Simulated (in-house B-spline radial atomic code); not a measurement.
# Ionising Mo XXXIV (Mo33+) with different functionals

Computed with an all-electron radial atomic-structure program (B-spline basis): scalar-relativistic (spin-free X2C) Hamiltonian, Fermi nucleus of rms radius 4.4091 fm, spin-polarised at highest spin, spherical fractional occupations for the functionals. The ionisation energy is the difference of two self-consistent energies, [He] 2s2 2p5 → [He] 2s2 2p4, without Breit or QED terms; ε is the level of the shell that loses the electron (its least bound occupied spin orbital). There is no spin-orbit coupling in this Hamiltonian.

Hybrids are left out here: with spherical fractional occupations of an open shell their exact exchange keeps a self-interaction that integer-occupation calculations don't have.

```tsv
method	rung	ΔSCF (eV)	-ε(2p) (eV)
LDA PW92	LDA	4459.1	4374.7
LDA exchange-only	LDA	4455.2	4371.0
BLYP	GGA	4462.1	4377.7
revTPSS	meta-GGA	4460.6	4376.9
```

**Question.** How do they compare with the NIST value?

**Answer.** NIST lists 4430 eV ± 7 (semi-empirical, ground level to ground level). Errors run from +25.2 to +32.1 eV. The correlated functionals all miss on the same side by more than they spread, so the cause is common to them (spin-orbit coupling, Breit-QED terms, multiplet and fine-structure energies, or a listed next ion that isn't the cheapest removal here) and closeness doesn't rank the functionals.
